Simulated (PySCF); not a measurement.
**Excitation energy of Ir²⁺ by level of theory**

Ir²⁺ [Xe] 4f14 5d7 (4F) → Ir²⁺ [Xe] 4f14 5d6 6s1, s spin flipped, as a difference of total energies. All numbers are calculated (PySCF 2.14, scalar relativity by spin-free X2C-1e, in x2c-TZVPPall with one added diffuse shell each of s, p, d, f type (12s8p8d4f1g, 113 functions)). Correlated levels: valence: [Xe] 4f14 frozen. The calculations carry no spin-orbit coupling.

```
           method  excitation energy (eV)
              UHF                   3.354
    MP2 (valence)                   3.470
SCS-MP2 (valence)                   3.487
```

Question: How much does correlation contribute at MP2 (valence)?

Answer: 3.470 − (3.354) = 0.116 eV, measured against UHF.

The upper determinant mixes two multiplicities, so it lies between the two terms.

The coupled-cluster amplitudes are large for the upper state (T1 above 0.03 or a double amplitude above 0.15), so a single reference is strained.
